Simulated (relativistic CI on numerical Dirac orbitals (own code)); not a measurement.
# Mo⁺: 4d valence photoemission

Computed with this model: Dirac-Coulomb-Breit CI, separate exchange-only KLI orbitals for each configuration, QED by a radiative potential, multiplet model of photoemission in the sudden approximation, unscaled Slater integrals; configurations [Kr] 4d5 → [Kr] 4d4; 80 K; Lorentzian 0.3 eV and Gaussian 0.5 eV FWHM. Energies are those of the free ion, without screening or charge transfer. The energies are binding energies and can lie tens of eV above those of solids. S is read from ⟨S²⟩ = S(S + 1).

Field parameters in Wybourne normalisation: Oh B⁴₀ = 21Dq, B⁴₄ = √(5/14) B⁴₀. The field is a parameter set, without covalency.

Peaks in eV (height, largest 100): 14.4 (70), 15.6 (100).

Which surroundings give this spectrum?
A. Oh, 10Dq = 3450 cm⁻¹
B. Oh, 10Dq = 9500 cm⁻¹
C. Oh, 10Dq = 15550 cm⁻¹
D. Oh, 10Dq = 21650 cm⁻¹

B. Oh, 10Dq = 9500 cm⁻¹, where the ground state has S = 2.50.
